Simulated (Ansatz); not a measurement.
Total energies of `CO[Si@@H](N)[Si@@H](N)OC`.

Z-matrix (Å, degrees):
```
C
O 1 1.408
H 1 1.092 2 108.3
H 1 1.098 2 111.4 3 -118.9
H 1 1.096 2 111.6 3 119.6
Si 2 1.654 1 122.8 3 177.0
Si 6 2.352 2 111.0 1 68.4
N 6 1.713 2 111.4 1 -170.6
H 6 1.496 2 107.6 1 -53.9
N 7 1.713 6 108.4 2 -57.3
O 7 1.654 6 111.0 2 -180.0
H 7 1.496 6 111.5 2 60.0
H 8 1.008 6 119.6 2 70.7
H 8 1.008 6 119.5 2 -70.9
H 10 1.008 7 119.6 6 166.8
H 10 1.008 7 119.5 6 -51.6
C 11 1.408 7 122.8 6 -68.4
H 17 1.096 11 111.6 7 63.5
H 17 1.098 11 111.4 7 -58.0
H 17 1.092 11 108.3 7 -176.9
```

Total charge 0; spin multiplicity 1. The geometry is a stationary point of PBE0-D4/def2-TZVP. It is one conformer, not always the lowest. Basis def2-TZVPP, Ansatz.

RPA on PBE orbitals: Hartree–Fock energy of these orbitals -919.42082 Eh, correlation -2.43946 Eh (frozen core).

```json
{"functional": "LDA (SPW92)", "energy without D4 (Eh)": "-917.60136", "D4 term (kJ/mol)": "–"}
{"functional": "PBE", "energy without D4 (Eh)": "-921.95637", "D4 term (kJ/mol)": "-49.1"}
{"functional": "revPBE", "energy without D4 (Eh)": "-922.42528", "D4 term (kJ/mol)": "-138.7"}
{"functional": "B97M-V", "energy without D4 (Eh)": "-922.46134", "D4 term (kJ/mol)": "–"}
{"functional": "PBE0", "energy without D4 (Eh)": "-922.03729", "D4 term (kJ/mol)": "-42.4"}
{"functional": "B3LYP", "energy without D4 (Eh)": "-922.72207", "D4 term (kJ/mol)": "-77.9"}
{"functional": "r2SCANh", "energy without D4 (Eh)": "-922.41285", "D4 term (kJ/mol)": "-14.4"}
{"functional": "r2SCAN0", "energy without D4 (Eh)": "-922.38354", "D4 term (kJ/mol)": "-15.8"}
{"functional": "HSE06 (plane-wave form)", "energy without D4 (Eh)": "-922.00660", "D4 term (kJ/mol)": "-39.8"}
{"functional": "BHLYP", "energy without D4 (Eh)": "-922.48511", "D4 term (kJ/mol)": "-60.6"}
{"functional": "LC-ωPBE", "energy without D4 (Eh)": "-922.29017", "D4 term (kJ/mol)": "–"}
{"functional": "ωB97X-V", "energy without D4 (Eh)": "-922.47508", "D4 term (kJ/mol)": "–"}
{"functional": "B2PLYP", "energy without D4 (Eh)": "-922.17153", "D4 term (kJ/mol)": "–"}
{"functional": "PBE-QIDH", "energy without D4 (Eh)": "-921.82770", "D4 term (kJ/mol)": "–"}
```

Give the same for BLYP, r2SCAN, CAM-B3LYP, ωB97M-V. (An estimate is asked.)

Ansatz gave: 
| functional | energy without D4 (Eh) | D4 term (kJ/mol) |
| --- | --- | --- |
| BLYP | -922.54736 | -104.1 |
| r2SCAN | -922.43369 | -13.6 |
| CAM-B3LYP | -922.54679 | -43.5 |
| ωB97M-V | -922.49410 | – |

B3LYP takes the VWN-RPA correlation (the form of Gaussian; ORCA's B3LYP/G). HSE06 is the plane-wave form, built on full-range PBE exchange. The double hybrids freeze the cores in their second-order part.

LC-ωPBE has ω = 0.4 bohr⁻¹.
